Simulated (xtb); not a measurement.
xtb input:

```bash
xtb mol.xyz --gfn 1 --opt tight --chrg 0 --uhf 0
```
mol.xyz:
```
19

C      2.26825180     0.00920836     0.68037761
C      1.11709528    -0.00001782     0.01539811
C      0.39616370    -1.26897924    -0.35207038
C     -1.04514369    -1.26034512     0.17995232
C     -1.79411453    -0.00338328    -0.26429894
C     -1.04460758     1.26540209     0.14398108
C      0.39670013     1.25827010    -0.38806301
H      2.76030041     0.93658544     0.94831396
H      2.75990838    -0.91037111     0.97461799
H      0.94057153    -2.13864466     0.01963892
H      0.36089062    -1.35318767    -1.44565282
H     -1.01904170    -1.29837675     1.27369339
H     -1.57111742    -2.15689325    -0.15687746
H     -1.90894295    -0.01888155    -1.35423284
H     -2.80288934     0.00281320     0.15575705
H     -1.01848284     1.33455463     1.23619566
H     -1.57020277     2.15221757    -0.21824704
H      0.36145619     1.31131645    -1.48360021
H      0.94147928     2.13793714    -0.04126739
```

Task: What final total energy does it print?

Result: -21.27321 Eh (GFN1-xTB).
